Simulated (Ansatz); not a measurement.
A structure relaxed at PBE-D4/def2-SVP in Ansatz, charge 1, singlet:

```xyz
24

C    -1.8759    3.2988   -0.4352
C    -1.8892    1.8147   -0.8041
C    -0.7013    1.0489   -0.2082
C    -0.7294   -0.4335   -0.5895
N     0.4195   -1.1816   -0.0119
C     1.5887   -1.2547   -0.7024
C     2.7011   -1.8899   -0.1556
C     2.6082   -2.4562    1.1256
C     1.3936   -2.3686    1.8239
C     0.3115   -1.7224    1.2311
H    -1.9220    3.4450    0.6635
H    -2.7441    3.8242   -0.8780
H    -0.9581    3.8010   -0.8039
H    -2.8370    1.3473   -0.4569
H    -1.8807    1.7001   -1.9104
H    -0.7065    1.1425    0.9003
H     0.2544    1.4990   -0.5567
H    -1.6538   -0.9259   -0.2294
H    -0.6882   -0.5690   -1.6880
H     1.5960   -0.7930   -1.7002
H     3.6307   -1.9385   -0.7400
H     3.4741   -2.9657    1.5743
H     1.2743   -2.8013    2.8273
H    -0.6659   -1.6213    1.7241
```

Problem. Give its formula, name or SMILES and point group.

Solution. N-butylpyridinium (C₉H₁₄N⁺). Point group Cs (tolerance 0.1 Å).

Problem. Summarise the bond lengths by kind (pairs closer than 1.2 times the sum of covalent radii, bridged metal pairs left out).

Solution. 7 × C–C 1.39 to 1.53 Å; 3 × C–N 1.36 to 1.49 Å; 14 × C–H 1.10 to 1.11 Å.
